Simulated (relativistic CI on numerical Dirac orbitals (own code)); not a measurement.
# Radial parameters of Pm44+

Calculated at this level of theory: Dirac-Coulomb-Breit CI, orbitals from a KLI potential per configuration, model QED, unscaled Slater integrals (own radial code, finite nucleus).

Slater integrals F^k, G^k are unscaled and averaged over j, outside the closed core [Ne]; ζ comes from projecting the Hamiltonian with its Breit term on Σ l·s of the shell.

- 3s2 3p5: ζ(3p) = 747130 cm⁻¹; <r>(3p) = 0.2329, <r^2>(3p) = 0.06269 (bohr units).
- 3s2 3p4 3d: F^2(3p,3p) = 422330, ζ(3p) = 746360, F^2(3p,3d) = 425360, G^1(3p,3d) = 444640, G^3(3p,3d) = 299750, ζ(3d) = 101580 cm⁻¹; <r>(3p) = 0.2331, <r^2>(3p) = 0.06279, <r>(3d) = 0.2062, <r^2>(3d) = 0.0491 (bohr units).
- 3s 3p5 3d: G^1(3s,3p) = 534230, ζ(3p) = 746150, G^2(3s,3d) = 335170, F^2(3p,3d) = 425130, G^1(3p,3d) = 444540, G^3(3p,3d) = 299640, ζ(3d) = 102070 cm⁻¹; <r>(3s) = 0.2394, <r^2>(3s) = 0.06534, <r>(3p) = 0.2332, <r^2>(3p) = 0.06286, <r>(3d) = 0.2064, <r^2>(3d) = 0.04918 (bohr units).

Averages of the first 10 configurations, taken without configuration mixing, which lowers the lowest level and can move excited configurations by several eV; other configurations of the list can lie among them:

| Configuration | Parity | States | Average energy above the lowest level (eV) |
| --- | --- | --- | --- |
| 3s2 3p5 | odd | 6 | 55.1 |
| 3s 3p6 | even | 2 | 308.7 |
| 3s2 3p4 3d | even | 150 | 314.8 |
| 3s 3p5 3d | odd | 120 | 560.5 |
| 3p6 3d | even | 10 | 824.5 |
| 3s 3p4 3d2 | even | 1350 | 819.4 |
| 3s2 3p3 3d 4p | even | 1200 | 2029.8 |
| 3p6 4s | even | 2 | 2189.0 |
| 3s 3p4 3d 4s | even | 600 | 2173.3 |
| 3s2 3p4 4s | even | 30 | 1676.4 |
